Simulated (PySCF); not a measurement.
Sm (samarium, neutral) across methods

[Xe] 4f6 6s1 6p1, one real determinant (an excited configuration). All numbers are calculated (PySCF 2.14, scalar relativity by spin-free X2C-1e, in cc-pVDZ-X2C (8s7p5d3f1g, 84 functions)).

| method | E (hartree) | mean ε 4f α (eV) | mean ε 6s α (eV) | mean ε 6p α (eV) | Σ⟨r²⟩ (bohr²) | ⟨S²⟩ |
| --- | --- | --- | --- | --- | --- | --- |
| UHF | -10422.69005 | -14.349 | -6.541 | -3.853 | 98.66 | 20.006 |
| PBE | -10426.26 | -4.513 | -4.531 | -2.094 | 95.03 | 20.003 |
| PBE0 | -10426.22 | -7.024 | -5.114 | -2.591 | 95.39 | 20.003 |
| r2SCAN | -10426.59 | -4.737 | -4.592 | -2.151 | 94.95 | 20.006 |
| LDA | -10418.53 | -4.687 | -4.703 | -2.083 | 94.67 | 20.002 |

⟨L²⟩ = 14.14 against 20 for a pure G term, so this real determinant mixes terms. Spin-orbit coupling, absent here, splits the open shell strongly.
